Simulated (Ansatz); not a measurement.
Species: PO (charge 0, doublet). 
Geometry from a B3LYP-D3(BJ)/def2-TZVP (Ansatz, an electronic-structure program) optimisation:
```xyz
2

P      0.0000     0.0000    -0.5147
O      0.0000     0.0000     0.9651
```
Charge 0, spin multiplicity 2.

Quantity: atomisation energy (electronic, to ground-state atoms), in kJ/mol. Valence correlation only, unless marked. UHF or UKS for open shells. Spin-orbit coupling is left out. Non-relativistic. The coupled-cluster limit lacks core correlation, which all-electron functionals hold. Basis-set limits of correlation are two-point, X^-3; Hartree-Fock from the larger set (for Q and 5 zeta extrapolated as (X+1)exp(-9√X)).

| level | program | atomisation energy (kJ/mol) |
|---|---|---|
| MP2/cc-pV(D+d)Z | Ansatz | 502.3 |
| MP2/def2-SVPD | Ansatz | 540.3 |
| SCS-MP2/aug-cc-pV(T+d)Z | Ansatz | 597.9 |

### Question
What does CCSD(T)/CBS(cc-pV(Q+d)Z,cc-pV(5+d)Z) (Ansatz) give?

### Answer
596.5 kJ/mol, so SCS-MP2/aug-cc-pV(T+d)Z differs from it by 1.4 kJ/mol.
